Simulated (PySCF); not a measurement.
Polarisability and C₆ of Zn⁺ (zinc, charge +1)

[Ar] 3d10 4s1, 2S determinant. Computed with PySCF 2.14 in aug-cc-pVQZ-PP with ECP10MDF, with scalar relativity through the core potential. Coupled (time-dependent) response in atomic units; α is the mean over directions.

```csv
method,mean α (bohr³),C₆ (like pair),S(−4)
MN15,19.91,85.73,327.6
```

S(−4) is the Cauchy moment in α(ω) = α(0) + S(−4) ω² + …

α(iu) at MN15:

```
u (hartree)  α(iu) (bohr³)
          0          19.91
     0.0500          19.13
      0.100          17.16
      0.200          12.45
      0.300          8.928
      0.500          5.271
      0.750          3.372
       1.00          2.460
       1.50          1.579
       2.00          1.144
       3.00         0.7078
       5.00         0.3629
```

A single London oscillator, α(iu) = α/(1 + u²/ω²), gives C₆ = (3/4) ω α². Matching the computed C₆ needs ω = 4 × 85.73 / (3 × 19.91²) = 0.288 hartree.

For an ion, C₆ is the dispersion term alone; charge-induced terms of lower order in 1/R come first.

Energies and moments cover only the electrons outside the core potential.
